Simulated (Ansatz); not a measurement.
`[AlH2][CH2][CH2][GeH3]` + `BC(=C)O` → `BC(=C)[O][GeH3]` + `C[CH2][AlH2]`  (ligand exchange at a Ge–C bond)

Gas-phase electronic energies from Ansatz, PBE0-D4/def2-TZVP geometries. CBS: MP2 limit from def2 TZ/QZ plus the TZ coupled-cluster correction, frozen cores. DFT in def2-TZVPP. B3LYP here is the variant with VWN-RPA as its local correlation; programs differ in this. For Ge outer-core shells are correlated without core-valence functions, which leaves a few kJ/mol of doubt a bond. Scalar relativity is left out up to krypton. One conformer a species, not always the lowest.

(1) Is it downhill or uphill in electronic energy at CCSD(T)/CBS, and by how much? (An estimate is asked.)

(2) What do these levels give: r2SCAN-D4, ωB97X-V, r2SCAN, B3LYP, HF/def2-TZVPP, MP2/CBS(def2)? (Estimate.)

Largest T1 diagnostic among the species: 0.013.

Results:

(1) Ansatz gave: Downhill: ΔE = -7.9 kcal/mol.

(2) The calculation gave: r2SCAN-D4 -8.6, ωB97X-V -9.2, r2SCAN -8.5, B3LYP -9.2, HF/def2-TZVPP -11.9, MP2/CBS(def2) -8.0 kcal/mol.

In def2-TZVPP, CCSD(T) changes the Hartree–Fock value by +3.2 kcal/mol (the triples alone add +0.1 kcal/mol) and MP2 by +3.1 kcal/mol.
